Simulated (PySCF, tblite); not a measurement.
Compound: C4H12NSi2 (doublet state).
Structure used (GFN2-xTB), in Å, numbered top down from 1:
```
atom  x, y, z in Å
C1     2.1858   -1.3326    0.8078
Si2    1.0391    0.0435    1.4345
N3    -0.0813    0.5179    0.1781
Si4    0.4269    1.3705   -1.2520
C5    -1.4515    0.1651    0.3173
C6    -2.4865    0.6409   -0.5854
C7    -2.1588   -0.7841   -0.6666
H8     2.7445   -1.0087   -0.0656
H9     1.6290   -2.2235    0.5293
H10    2.9020   -1.6169    1.5724
H11    0.2258   -0.4350    2.5574
H12    1.8106    1.2252    1.8327
H13    1.8857    1.3948   -1.1974
H14   -0.1042    2.7366   -1.2457
H15   -0.0137    0.6589   -2.4555
H16   -1.7222   -0.0175    1.3519
H17   -2.3910    1.3565   -1.3782
H18   -1.6449   -1.1672   -1.5423
H19   -2.8053   -1.5153   -0.2002
```

Jobs on this species (19 atoms, 71 electrons) with PySCF (density fitting) and tblite. Hardware of each: an Arm Neoverse V1 with one thread, on a shared host. Other jobs ran on the host; a repeat could differ by tens of per cent or more.

```
                                                         level and settings                                                               work  basis functions  SCF cycles  wall time
UKS B3LYP, pcH-1 on C H N Si, non-relativistic, mean-field spin-orbit, GIAO  unrestricted SCF, g, hyperfine, density and orbital grids written              315           ?          ?
                                                                   GFN2-xTB                                                  L-BFGS relaxation                –           –      1.5 s
                                                                   GFN2-xTB                                      Hessian by finite differences                –           –     0.84 s
```

Task: Fill in the missing figures.

Result: 
- UKS B3LYP, pcH-1 on C H N Si, non-relativistic, mean-field spin-orbit, GIAO; unrestricted SCF, g, hyperfine, density and orbital grids written: 2.0 min, 12 SCF cycles

Task: What do all jobs in the table cost together?

Result: About 2.0 min; the longest takes about 98 % of that, and about 140 times as long as the shortest.
